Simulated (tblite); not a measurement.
Record of a relaxation.

Species: CH₁₁O₂PSi₃.
Atom-mapped SMILES: `[CH3:1][Si@@H:2]([PH2:3])[Si@@H:4]([OH:5])[O:6][SiH3:7]` (hydrogens: H8, H9, H10 on C1; H11 on Si2; H12, H13 on P3; H14 on Si4; H15 on O5; H16, H17, H18 on Si7)

Computed with GFN2-xTB (tblite), gas phase: L-BFGS steps from a force-field or distance-geometry start until the largest atomic force falls under 0.01 eV/Å. 8 of its 236 geometries are shown.

Step 0: E = -644.0630 eV, largest atomic force 2.699 eV/Å
```
atom  x, y, z in Å  |  force x, y, z in eV/Å
C1     -2.149   -1.449   -0.052   -0.461  -0.395   1.053
Si2    -1.493    0.063   -0.961    0.182   0.114  -0.819
P3     -2.601    1.860   -0.306   -1.396   0.911   0.468
Si4     0.597    0.365   -0.275    1.830  -1.448   0.326
O5      0.899   -0.775    1.003   -0.679   0.866  -1.849
O6      1.765    0.026   -1.484    0.796   0.338   2.557
Si7     3.269   -0.019   -0.625   -1.081  -0.002  -0.187
H8     -2.298   -1.199    1.036    0.135  -0.265  -0.987
H9     -1.420   -2.297   -0.083   -0.932   0.591  -0.140
H10    -3.146   -1.718   -0.446    0.638  -0.267   0.269
H11    -1.594   -0.156   -2.410   -0.245   0.088  -0.039
H12    -1.877    2.388    0.842   -0.080  -0.189  -1.366
H13    -2.554    2.917   -1.311    0.682  -0.849   0.979
H14     0.839    1.730    0.179    0.178  -0.128   0.306
H15     0.875   -1.671    0.620    0.079   0.668   0.560
H16     4.416   -0.168   -1.493   -0.191  -0.035  -0.321
H17     3.318    1.249    0.143    0.186  -0.336  -0.283
H18     3.145   -1.140    0.348    0.358   0.337  -0.524
```

Step 34: E = -645.7075 eV, largest atomic force 0.240 eV/Å
```
atom  x, y, z in Å  |  force x, y, z in eV/Å
C1     -2.311   -1.435   -0.184    0.063   0.070  -0.136
Si2    -1.464    0.077   -1.006    0.196  -0.062   0.068
P3     -2.895    1.770   -0.546   -0.058  -0.052  -0.057
Si4     0.560    0.409    0.120   -0.069   0.157  -0.004
O5      0.602   -0.588    1.405   -0.025   0.069   0.057
O6      1.926    0.203   -0.755   -0.028  -0.009   0.078
Si7     3.540   -0.016   -0.761   -0.222   0.016  -0.091
H8     -2.372   -1.287    0.896    0.026  -0.096  -0.178
H9     -1.742   -2.340   -0.387   -0.065  -0.002   0.135
H10    -3.320   -1.591   -0.558    0.009   0.025   0.042
H11    -1.479   -0.119   -2.482   -0.007   0.045   0.198
H12    -2.222    2.216    0.582    0.001  -0.019  -0.058
H13    -2.280    2.702   -1.361    0.061   0.014   0.005
H14     0.618    1.732    0.761    0.133  -0.123  -0.023
H15     0.961   -1.468    1.369    0.020  -0.057  -0.020
H16     3.823   -0.160   -2.182    0.026   0.003  -0.062
H17     4.188    1.146   -0.157   -0.031  -0.031   0.017
H18     3.858   -1.246   -0.029   -0.031   0.048   0.029
```

Step 67: E = -645.8134 eV, largest atomic force 0.085 eV/Å
```
atom  x, y, z in Å  |  force x, y, z in eV/Å
C1     -2.295   -1.459   -0.263    0.004   0.012  -0.001
Si2    -1.302    0.081   -0.830   -0.012  -0.078   0.032
P3     -2.836    1.737   -0.859    0.005   0.006   0.035
Si4     0.588    0.475    0.456   -0.005   0.005  -0.015
O5      0.731   -0.493    1.754   -0.029  -0.002   0.027
O6      1.823    0.222   -0.575    0.009   0.002   0.001
Si7     3.380   -0.021   -0.949   -0.022   0.005   0.040
H8     -2.433   -1.474    0.816    0.024   0.012  -0.018
H9     -1.797   -2.383   -0.547   -0.028   0.023   0.029
H10    -3.285   -1.459   -0.713    0.038  -0.025  -0.005
H11    -1.018   -0.134   -2.265    0.010  -0.001  -0.049
H12    -2.598    2.160    0.438   -0.027  -0.003   0.006
H13    -1.972    2.686   -1.372    0.025   0.032  -0.017
H14     0.772    1.778    1.088    0.014  -0.006   0.008
H15     0.909   -1.428    1.700   -0.017   0.010  -0.021
H16     3.365   -0.137   -2.403    0.011   0.010  -0.003
H17     4.152    1.118   -0.454    0.000  -0.031  -0.032
H18     3.808   -1.264   -0.298    0.000   0.028  -0.017
```

Step 101: E = -645.8251 eV, largest atomic force 0.020 eV/Å
```
atom  x, y, z in Å  |  force x, y, z in eV/Å
C1     -2.243   -1.443   -0.261    0.001   0.005   0.001
Si2    -1.228    0.076   -0.844    0.003  -0.004  -0.006
P3     -2.733    1.752   -1.000    0.010  -0.003   0.017
Si4     0.582    0.492    0.546   -0.001  -0.008  -0.002
O5      0.605   -0.486    1.845   -0.002  -0.013   0.003
O6      1.896    0.244   -0.375    0.013   0.000   0.002
Si7     3.351   -0.016   -1.029   -0.005   0.003  -0.011
H8     -2.481   -1.373    0.798   -0.007   0.012  -0.002
H9     -1.703   -2.373   -0.415    0.002   0.004  -0.004
H10    -3.183   -1.511   -0.801    0.006  -0.004   0.001
H11    -0.869   -0.184   -2.257    0.001  -0.002  -0.003
H12    -2.776    2.003    0.362   -0.009   0.004  -0.011
H13    -1.787    2.742   -1.201   -0.008   0.001   0.000
H14     0.741    1.786    1.201    0.005  -0.011  -0.002
H15     0.642   -1.436    1.780    0.006   0.010   0.014
H16     3.105   -0.101   -2.467    0.002  -0.004  -0.005
H17     4.213    1.108   -0.673   -0.005   0.001   0.008
H18     3.860   -1.276   -0.485   -0.012   0.008   0.002
```

Step 134: E = -645.8279 eV, largest atomic force 0.073 eV/Å
```
atom  x, y, z in Å  |  force x, y, z in eV/Å
C1     -2.210   -1.403   -0.288   -0.002   0.017   0.006
Si2    -1.131    0.087   -0.825   -0.004   0.005  -0.010
P3     -2.624    1.753   -1.135    0.023   0.005   0.020
Si4     0.604    0.473    0.667    0.002   0.002  -0.006
O5      0.529   -0.491    1.972   -0.002  -0.035   0.002
O6      1.982    0.161   -0.135    0.061  -0.007  -0.040
Si7     3.261   -0.024   -1.109   -0.053  -0.008   0.031
H8     -2.624   -1.239    0.705    0.004  -0.016  -0.022
H9     -1.642   -2.329   -0.261   -0.015   0.002  -0.012
H10    -3.045   -1.541   -0.971    0.009  -0.016   0.018
H11    -0.668   -0.199   -2.205   -0.010  -0.004   0.013
H12    -2.961    1.877    0.203    0.021  -0.005  -0.017
H13    -1.701    2.782   -1.051   -0.008  -0.005  -0.003
H14     0.758    1.779    1.299    0.004  -0.001  -0.003
H15     0.682   -1.432    1.934   -0.008   0.039   0.007
H16     2.755   -0.058   -2.482    0.003   0.011   0.024
H17     4.153    1.108   -0.870   -0.011   0.000  -0.007
H18     3.873   -1.297   -0.725   -0.014   0.015  -0.002
```

Step 168: E = -645.8366 eV, largest atomic force 0.108 eV/Å
```
atom  x, y, z in Å  |  force x, y, z in eV/Å
C1     -2.208   -1.452   -0.352    0.000   0.008   0.014
Si2    -1.114    0.047   -0.828   -0.017  -0.008  -0.021
P3     -2.553    1.768   -1.093   -0.019  -0.021  -0.063
Si4     0.575    0.438    0.711    0.018   0.017   0.002
O5      0.388   -0.498    2.026   -0.087   0.060  -0.020
O6      1.998    0.027    0.035    0.027  -0.018  -0.026
Si7     3.146   -0.011   -1.104   -0.061  -0.007  -0.042
H8     -2.577   -1.345    0.664   -0.024   0.019   0.032
H9     -1.659   -2.388   -0.396    0.027   0.008  -0.032
H10    -3.071   -1.540   -1.005    0.013   0.016  -0.016
H11    -0.630   -0.194   -2.210   -0.007  -0.006   0.031
H12    -2.719    2.002    0.259   -0.001   0.015   0.044
H13    -1.574    2.743   -1.195   -0.001  -0.021   0.014
H14     0.746    1.796    1.230    0.007  -0.020   0.005
H15     0.910   -1.280    2.168    0.073  -0.055   0.018
H16     2.498    0.040   -2.416    0.007   0.018   0.034
H17     4.014    1.140   -0.883    0.017   0.010   0.005
H18     3.821   -1.288   -0.887    0.025  -0.015   0.021
```

Step 201: E = -645.8715 eV, largest atomic force 0.024 eV/Å
```
atom  x, y, z in Å  |  force x, y, z in eV/Å
C1     -2.235   -1.449   -0.360    0.002  -0.003   0.000
Si2    -1.143    0.051   -0.821   -0.005  -0.004  -0.006
P3     -2.594    1.768   -1.056    0.010  -0.008  -0.004
Si4     0.588    0.362    0.679   -0.007  -0.006  -0.013
O5      0.270   -0.700    1.865    0.018  -0.014   0.006
O6      2.013   -0.057    0.010    0.001   0.005  -0.009
Si7     3.174   -0.011   -1.116   -0.010   0.004  -0.006
H8     -2.583   -1.368    0.667   -0.011   0.005  -0.007
H9     -1.681   -2.379   -0.442   -0.001  -0.003  -0.003
H10    -3.108   -1.517   -1.003    0.003   0.000   0.006
H11    -0.674   -0.164   -2.212    0.000   0.000   0.010
H12    -2.653    2.092    0.289    0.004  -0.007   0.008
H13    -1.619    2.721   -1.292    0.006   0.008   0.004
H14     0.850    1.686    1.255   -0.006   0.012   0.009
H15     0.946   -1.014    2.462   -0.008   0.016  -0.007
H16     2.540    0.103   -2.428   -0.003  -0.001   0.003
H17     4.010    1.153   -0.827    0.008  -0.002   0.001
H18     3.892   -1.272   -0.944   -0.003  -0.002   0.008
```

Step 235: E = -645.8753 eV, largest atomic force 0.010 eV/Å
```
atom  x, y, z in Å  |  force x, y, z in eV/Å
C1     -2.266   -1.438   -0.369    0.003   0.001  -0.003
Si2    -1.133    0.031   -0.826    0.003  -0.006   0.000
P3     -2.542    1.778   -1.084   -0.008   0.005  -0.002
Si4     0.580    0.379    0.684    0.003  -0.007  -0.006
O5      0.335   -0.746    1.828    0.000  -0.004   0.002
O6      2.028    0.106   -0.005    0.004   0.002  -0.005
Si7     3.182   -0.004   -1.133   -0.002   0.000   0.005
H8     -2.704   -1.296    0.616    0.004   0.000  -0.003
H9     -1.715   -2.373   -0.350   -0.001  -0.001   0.002
H10    -3.081   -1.540   -1.081   -0.001   0.000   0.006
H11    -0.649   -0.210   -2.207    0.000   0.000   0.002
H12    -2.736    1.984    0.271   -0.002   0.003  -0.003
H13    -1.546    2.739   -1.136    0.001   0.002  -0.002
H14     0.760    1.695    1.308   -0.001   0.003   0.006
H15     1.013   -0.992    2.454    0.000   0.000  -0.003
H16     2.550    0.074   -2.449   -0.003   0.003   0.005
H17     4.091    1.116   -0.896    0.001  -0.002  -0.003
H18     3.824   -1.296   -0.902   -0.002   0.000   0.001
```

**Question.** Summarise the path.

**Answer.** The energy falls by 41.79 kcal/mol from step 0 to step 235; nine tenths of that is first reached at step 33. It never rises by more than 0.2 meV. The largest force goes from 2.699 to 0.010 eV/Å. Among the bonds O6–Si7 changes most (a near tie, within 0.001 Å, with another), from 1.732 to 1.617 Å; the atoms move by 1.125 Å rms after alignment.

**Question.** Follow the three bonds and two angles with the largest change from start to end.

**Answer.** 
```json
{"step": "0", "E above end (kcal/mol)": "41.79", "largest force (eV/Å)": "2.699", "O6–Si7 (Å)": "1.732", "Si4–O5 (Å)": "1.739", "Si2–Si4 (Å)": "2.220", "Si4–O6–Si7 (°)": "104.3", "Si2–P3–H13 (°)": "111.6"}
{"step": "10", "E above end (kcal/mol)": "12.11", "largest force (eV/Å)": "0.585", "O6–Si7 (Å)": "1.637", "Si4–O5 (Å)": "1.622", "Si2–Si4 (Å)": "2.317", "Si4–O6–Si7 (°)": "119.4", "Si2–P3–H13 (°)": "95.2"}
{"step": "20", "E above end (kcal/mol)": "7.49", "largest force (eV/Å)": "0.301", "O6–Si7 (Å)": "1.635", "Si4–O5 (Å)": "1.630", "Si2–Si4 (Å)": "2.325", "Si4–O6–Si7 (°)": "129.4", "Si2–P3–H13 (°)": "94.5"}
{"step": "31", "E above end (kcal/mol)": "4.57", "largest force (eV/Å)": "0.256", "O6–Si7 (Å)": "1.625", "Si4–O5 (Å)": "1.630", "Si2–Si4 (Å)": "2.318", "Si4–O6–Si7 (°)": "146.3", "Si2–P3–H13 (°)": "96.9"}
{"step": "41", "E above end (kcal/mol)": "2.54", "largest force (eV/Å)": "0.245", "O6–Si7 (Å)": "1.618", "Si4–O5 (Å)": "1.625", "Si2–Si4 (Å)": "2.312", "Si4–O6–Si7 (°)": "152.1", "Si2–P3–H13 (°)": "96.9"}
{"step": "51", "E above end (kcal/mol)": "1.69", "largest force (eV/Å)": "0.090", "O6–Si7 (Å)": "1.621", "Si4–O5 (Å)": "1.627", "Si2–Si4 (Å)": "2.322", "Si4–O6–Si7 (°)": "152.9", "Si2–P3–H13 (°)": "95.8"}
{"step": "61", "E above end (kcal/mol)": "1.50", "largest force (eV/Å)": "0.071", "O6–Si7 (Å)": "1.619", "Si4–O5 (Å)": "1.627", "Si2–Si4 (Å)": "2.319", "Si4–O6–Si7 (°)": "154.0", "Si2–P3–H13 (°)": "95.4"}
{"step": "72", "E above end (kcal/mol)": "1.36", "largest force (eV/Å)": "0.060", "O6–Si7 (Å)": "1.619", "Si4–O5 (Å)": "1.626", "Si2–Si4 (Å)": "2.319", "Si4–O6–Si7 (°)": "153.9", "Si2–P3–H13 (°)": "95.1"}
{"step": "82", "E above end (kcal/mol)": "1.29", "largest force (eV/Å)": "0.054", "O6–Si7 (Å)": "1.617", "Si4–O5 (Å)": "1.626", "Si2–Si4 (Å)": "2.320", "Si4–O6–Si7 (°)": "157.3", "Si2–P3–H13 (°)": "94.2"}
{"step": "92", "E above end (kcal/mol)": "1.20", "largest force (eV/Å)": "0.036", "O6–Si7 (Å)": "1.616", "Si4–O5 (Å)": "1.626", "Si2–Si4 (Å)": "2.318", "Si4–O6–Si7 (°)": "164.3", "Si2–P3–H13 (°)": "94.3"}
{"step": "102", "E above end (kcal/mol)": "1.16", "largest force (eV/Å)": "0.019", "O6–Si7 (Å)": "1.617", "Si4–O5 (Å)": "1.625", "Si2–Si4 (Å)": "2.320", "Si4–O6–Si7 (°)": "169.5", "Si2–P3–H13 (°)": "94.9"}
{"step": "112", "E above end (kcal/mol)": "1.14", "largest force (eV/Å)": "0.012", "O6–Si7 (Å)": "1.615", "Si4–O5 (Å)": "1.625", "Si2–Si4 (Å)": "2.320", "Si4–O6–Si7 (°)": "173.5", "Si2–P3–H13 (°)": "95.2"}
{"step": "123", "E above end (kcal/mol)": "1.12", "largest force (eV/Å)": "0.049", "O6–Si7 (Å)": "1.615", "Si4–O5 (Å)": "1.625", "Si2–Si4 (Å)": "2.320", "Si4–O6–Si7 (°)": "177.8", "Si2–P3–H13 (°)": "95.6"}
{"step": "133", "E above end (kcal/mol)": "1.09", "largest force (eV/Å)": "0.031", "O6–Si7 (Å)": "1.614", "Si4–O5 (Å)": "1.625", "Si2–Si4 (Å)": "2.320", "Si4–O6–Si7 (°)": "173.4", "Si2–P3–H13 (°)": "95.6"}
{"step": "143", "E above end (kcal/mol)": "1.07", "largest force (eV/Å)": "0.033", "O6–Si7 (Å)": "1.615", "Si4–O5 (Å)": "1.625", "Si2–Si4 (Å)": "2.322", "Si4–O6–Si7 (°)": "169.5", "Si2–P3–H13 (°)": "95.9"}
{"step": "153", "E above end (kcal/mol)": "1.01", "largest force (eV/Å)": "0.050", "O6–Si7 (Å)": "1.617", "Si4–O5 (Å)": "1.625", "Si2–Si4 (Å)": "2.321", "Si4–O6–Si7 (°)": "161.8", "Si2–P3–H13 (°)": "95.8"}
{"step": "163", "E above end (kcal/mol)": "0.93", "largest force (eV/Å)": "0.053", "O6–Si7 (Å)": "1.617", "Si4–O5 (Å)": "1.625", "Si2–Si4 (Å)": "2.318", "Si4–O6–Si7 (°)": "157.0", "Si2–P3–H13 (°)": "94.7"}
{"step": "174", "E above end (kcal/mol)": "0.77", "largest force (eV/Å)": "0.095", "O6–Si7 (Å)": "1.617", "Si4–O5 (Å)": "1.627", "Si2–Si4 (Å)": "2.323", "Si4–O6–Si7 (°)": "153.8", "Si2–P3–H13 (°)": "94.8"}
{"step": "184", "E above end (kcal/mol)": "0.42", "largest force (eV/Å)": "0.140", "O6–Si7 (Å)": "1.616", "Si4–O5 (Å)": "1.624", "Si2–Si4 (Å)": "2.312", "Si4–O6–Si7 (°)": "153.1", "Si2–P3–H13 (°)": "95.7"}
{"step": "194", "E above end (kcal/mol)": "0.11", "largest force (eV/Å)": "0.048", "O6–Si7 (Å)": "1.618", "Si4–O5 (Å)": "1.622", "Si2–Si4 (Å)": "2.310", "Si4–O6–Si7 (°)": "155.7", "Si2–P3–H13 (°)": "95.5"}
{"step": "204", "E above end (kcal/mol)": "0.08", "largest force (eV/Å)": "0.017", "O6–Si7 (Å)": "1.617", "Si4–O5 (Å)": "1.623", "Si2–Si4 (Å)": "2.312", "Si4–O6–Si7 (°)": "155.4", "Si2–P3–H13 (°)": "95.2"}
{"step": "215", "E above end (kcal/mol)": "0.04", "largest force (eV/Å)": "0.043", "O6–Si7 (Å)": "1.616", "Si4–O5 (Å)": "1.623", "Si2–Si4 (Å)": "2.309", "Si4–O6–Si7 (°)": "155.9", "Si2–P3–H13 (°)": "95.6"}
{"step": "225", "E above end (kcal/mol)": "0.01", "largest force (eV/Å)": "0.036", "O6–Si7 (Å)": "1.617", "Si4–O5 (Å)": "1.623", "Si2–Si4 (Å)": "2.311", "Si4–O6–Si7 (°)": "159.3", "Si2–P3–H13 (°)": "95.2"}
{"step": "235", "E above end (kcal/mol)": "0.00", "largest force (eV/Å)": "0.010", "O6–Si7 (Å)": "1.617", "Si4–O5 (Å)": "1.623", "Si2–Si4 (Å)": "2.310", "Si4–O6–Si7 (°)": "160.4", "Si2–P3–H13 (°)": "95.3"}
```

What follows is the cost of the whole relaxation. Time: 2.4 s of wall time. Hardware: one thread of an Arm Neoverse V1, on a shared host.
